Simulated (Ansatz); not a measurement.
Input file for Ansatz (a quantum-chemistry and plane-wave program): R-PBE/def2-TZVPPD on H2Se (SMILES [SeH2]) with ghost functions. Files ending in .json are basis or fitting sets from the Basis Set Exchange.

Ansatz 0.2 input:
```yaml
crystal:
  periodic: [false, false, false]
  atoms:
    - {symbol: Se, position_ang: [0.36617594, 0.44879997, 3.44349340]}
    - {symbol: H, position_ang: [-1.00237583, -0.01368903, 3.18383706]}
    - {symbol: H, position_ang: [0.12120967, 0.49238226, 4.89593779]}
basis:
  gaussian:
    orbitals: def2-TZVPPD.json
    ghost_atoms:
      - {symbol: C, position_ang: [-0.30346475, 0.63998212, -0.06601888]}
      - {symbol: C, position_ang: [0.10920536, -0.61537879, 0.03457647]}
      - {symbol: H, position_ang: [-1.34818959, 0.88666125, -0.21210950]}
      - {symbol: H, position_ang: [0.38531656, 1.47332030, -0.00289293]}
      - {symbol: H, position_ang: [1.15309053, -0.86200671, 0.18418310]}
      - {symbol: H, position_ang: [-0.58039115, -1.44876279, -0.02491021]}
hamiltonian:
  xc: {name: PBE}
scf: {lower_state_search: off}
```

Output:

```
WARN ansatz: RAYON_NUM_THREADS=1 ignored (pool sized by the plan → 1); use --threads N
Functional definition: PBE
these checks for a lower state are left out or cut short: stability, starts, cluster_reference, orbital_swaps, neighbouring_geometries, increment
integrals: 0.13 GiB planned
1061 factors; their error is unknown
mean field: 1.01 GiB planned
mean field evaluation 1: about -65371.7847 eV, gradient 1.4e1 eV
mean field evaluation 2: about -65372.0043 eV, gradient 8.7e0 eV
mean field evaluation 4: about -65372.2342 eV, gradient 1.8e-1 eV
mean field evaluation 8: about -65372.2221 eV, gradient 1.1e-1 eV
mean field evaluation 16: about -65372.2221 eV, gradient 4.8e-6 eV
mean field -65372.22212368 eV, -2402.3848521617 hartree, gradient 4.8e-6 eV, S^2 0.000000; 0 other end points of the search recorded, 0 dependent functions left out
reference -65372.22217895 eV, -2402.3848541929 hartree; 18, 18 occupied and 215, 215 virtual orbitals, 1061 factors
Total energy: -65372.22217895 eV, -2402.3848541929 hartree
Checks for a lower state left out: stability, starts, cluster_reference, orbital_swaps, neighbouring_geometries, increment
```

The run converged.

Cost: roughly 4 core-seconds.
